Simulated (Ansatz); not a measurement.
H5ClOSi2, SMILES `[SiH3]O[SiH2]Cl` (Si–O–Si–Cl torsion 41°) with one electron removed (charge 1, multiplicity 2), frozen-core CCSD(T)/def2-TZVPP // PBE0-D4/def2-TZVP (Ansatz, a quantum-chemistry and plane-wave program). The run hit its time limit unfinished.

Ansatz 0.2 input:
```yaml
crystal:
  periodic: [false, false, false]
  atoms:
    - { symbol: Si, position_ang: [1.505177, -0.31455, 0.348302] }
    - { symbol: O, position_ang: [-0.096169, -0.011476, 0.557968] }
    - { symbol: Si, position_ang: [-1.500294, 0.37766, -0.148193] }
    - { symbol: Cl, position_ang: [-1.702243, -0.629137, -1.925771] }
    - { symbol: H, position_ang: [2.18028, 0.89653, -0.185694] }
    - { symbol: H, position_ang: [2.071619, -0.663642, 1.672849] }
    - { symbol: H, position_ang: [1.688796, -1.442583, -0.597701] }
    - { symbol: H, position_ang: [-1.539813, 1.823516, -0.457835] }
    - { symbol: H, position_ang: [-2.60735, -0.036319, 0.736075] }
basis:
  gaussian: { orbitals: def2-TZVPP }
correlation:
  method: ccsd_t
total_charge: 1
magnetization:
  spin_polarized: true
  initial_magnetization: 1
```

The last lines of the output:

```
1311 factors; integrals over basis functions are off by at most 1.1e-3 eV
mean field evaluation 1: about -30333.0349 eV, gradient 3.9e1 eV
mean field evaluation 2: about -30333.0399 eV, gradient 3.9e1 eV
mean field evaluation 4: about -30338.9986 eV, gradient 4.0e0 eV
mean field evaluation 8: about -30339.1944 eV, gradient 8.1e-1 eV
mean field evaluation 16: about -30339.7023 eV, gradient 1.8e-3 eV
mean field evaluation 32: about -30339.1303 eV, gradient 1.3e-1 eV
mean field evaluation 64: about -30339.1346 eV, gradient 2.5e-5 eV
mean field evaluation 96: about -30339.6975 eV, gradient 7.7e-2 eV
mean field evaluation 128: about -30337.7067 eV, gradient 1.6e1 eV
mean field evaluation 160: about -30339.5286 eV, gradient 5.4e-1 eV
mean field evaluation 192: about -30338.8926 eV, gradient 5.1e-1 eV
mean field evaluation 224: about -30338.7787 eV, gradient 2.4e0 eV
mean field evaluation 256: about -30338.8577 eV, gradient 1.3e0 eV
mean field evaluation 288: about -30338.9469 eV, gradient 6.1e-1 eV
mean field evaluation 320: about -30338.7841 eV, gradient 3.1e0 eV
mean field evaluation 352: about -30339.6212 eV, gradient 3.0e-2 eV
mean field evaluation 384: about -30336.5955 eV, gradient 8.2e0 eV
mean field evaluation 416: about -30339.0004 eV, gradient 6.3e-1 eV
mean field -30339.70227229 eV, -1114.9634935177 hartree, gradient 7.0e-6 eV, S^2 0.764508; 12 other end points of the search recorded, 0 dependent functions left out
determinant -30339.70227229 eV, -1114.9634935177 hartree, with singles and doubles -30358.76987783 eV, -1115.6642150969 hartree
determinant -30339.62137430 eV, -1114.9605205717 hartree, with singles and doubles -30358.67782892 eV, -1115.6608323618 hartree
determinant -30339.53717762 eV, -1114.9574264006 hartree, with singles and doubles -30358.45730192 eV, -1115.6527281443 hartree
determinant -30339.13456911 eV, -1114.9426308108 hartree, with singles and doubles -30358.83062917 eV, -1115.6664476675 hartree
determinant -30339.70227229 eV, -1114.9634935177 hartree, with singles and doubles -30358.65320554 eV, -1115.6599274694 hartree
determinant -30339.62137430 eV, -1114.9605205717 hartree, with singles and doubles -30358.60435565 eV, -1115.6581322690 hartree
determinant -30339.53717762 eV, -1114.9574264006 hartree, with singles and doubles -30358.27962661 eV, -1115.6461986970 hartree
```
